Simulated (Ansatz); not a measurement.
Consider the ligand exchange at the Al–C bond: `C[SiH2][CH2][AlH][SH]` + H₂S → `[SH][AlH][SH]` + `C[SiH2]C`.

Gas-phase electronic energies from Ansatz, PBE0-D4/def2-TZVP geometries. CCSD(T)/CBS is the MP2 limit (def2-TZVPP, def2-QZVPP) plus CCSD(T) − MP2 in def2-TZVPP, frozen cores. This one scheme is used for every species. DFT in def2-TZVPP. B3LYP here is the variant with VWN-RPA as its local correlation; programs differ in this. One conformer a species, not always the lowest.

Question: Is it downhill or uphill in electronic energy at CCSD(T)/CBS, and by how much? (Best estimate.)

Answer: Computed: Downhill: ΔE = -1.03 eV.

Question: What do these levels give: PBE-D4, r2SCAN-D4, PBE0-D4, B3LYP-D4, B2PLYP, B3LYP, HF/def2-TZVPP, SCS-MP2/def2-TZVPP, HF/def2-QZVPP, MP2/def2-QZVPP, HF/CBS(def2), CCSD/CBS(def2)? (An estimate is asked.)

Answer: Ansatz gave: PBE-D4 -1.02, r2SCAN-D4 -1.07, PBE0-D4 -1.04, B3LYP-D4 -1.03, B2PLYP -1.10, B3LYP -1.13, HF/def2-TZVPP -1.19, SCS-MP2/def2-TZVPP -1.05, HF/def2-QZVPP -1.18, MP2/def2-QZVPP -1.04, HF/CBS(def2) -1.18, CCSD/CBS(def2) -1.05 eV.

Largest T1 diagnostic among the species: 0.011.

In def2-TZVPP, CCSD(T) changes the Hartree–Fock value by +0.17 eV (the triples alone add +0.02 eV) and MP2 by +0.15 eV. The D4 term adds +0.10 eV with B3LYP and +0.06 eV with PBE0; it sums over pairs of atoms, weighted by their polarisabilities, and B3LYP, whose exchange is more repulsive, gets the larger term.
